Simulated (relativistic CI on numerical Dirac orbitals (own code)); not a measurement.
What each ingredient does to the levels of Ag XXXII

Base calculation: Dirac-Coulomb-Breit CI, orbitals from a KLI potential per configuration, QED by a radiative potential, unscaled Slater integrals.

CI space (outside the closed core [Ne]): 3s2.3p4, 3s.3p5, 3s2.3p3.3d, 3p6, 3s.3p4.3d, 3p5.3d, 3s.3p3.3d2, 3s2.3p2.3d.4p, 3p5.4s, 3s.3p3.3d.4s, 3s2.3p3.4s, 3p5.4p, 3s2.3p2.3d2, 3s2.3p.3d3, 3s.3p2.3d3, 3s2.3p.3d2.4s, 3p4.3d2, 3p3.3d3, 3p3.3d2.4s, 3s2.3p2.3d.4s, 3s.3p2.3d2.4s, 3s2.3p.3d.4s2. Double excitations out of closed p, d and f shells are left out; levels of such configurations are missing from the list, as are those of other unlisted configurations, and high levels can miss mixing partners.

Variants: (1) one mean potential for all configurations; (2) only the first 3 configurations. Shifts of the energy above 3s2.3p4 3P_2, in cm⁻¹, for the lowest level and the first level of each name with at least 55 % of one term (blank where a level changes its place among those of its configuration and J or its character, or is not in the variant):

```csv
Level,Base,Δ(1),Δ(2)
3s2.3p4 3P_2,0,0,0
3s2.3p4 3P_1,308102,+89,+2318
3s2.3p4 1D_2,357838,+60,+4610
3s.3p5 3P°_2,989385,+262,-13094
3s2.3p3.3d 3D°_1,1282692,-125,-9862
3s2.3p3.3d 3F°_3,1346373,-112,-14303
3s2.3p3.3d 3D°_3,1384278,-127,-12898
3s2.3p3.3d 3G°_4,1392046,-122,-17653
3s2.3p3.3d 3F°_4,1450997,-126,-14383
3s2.3p3.3d 3G°_5,1469766,-131,-17852
3s.3p4.3d 5D_3,1988313,+451,
3s.3p4.3d 5F_5,2106289,+479,
```

At this charge energies of transitions that change n are usually good to better than 1 %, and those within a shell (Δn = 0) to a few per cent.

Ionisation energy from the two ground configurations alone: base 1889.69 eV. The NIST ASD value (semi-empirical) is 1888 eV.

LS names give the leading component of a level, which can be under half, so a name can repeat, a term be missing and a line seem to break the LS rules.
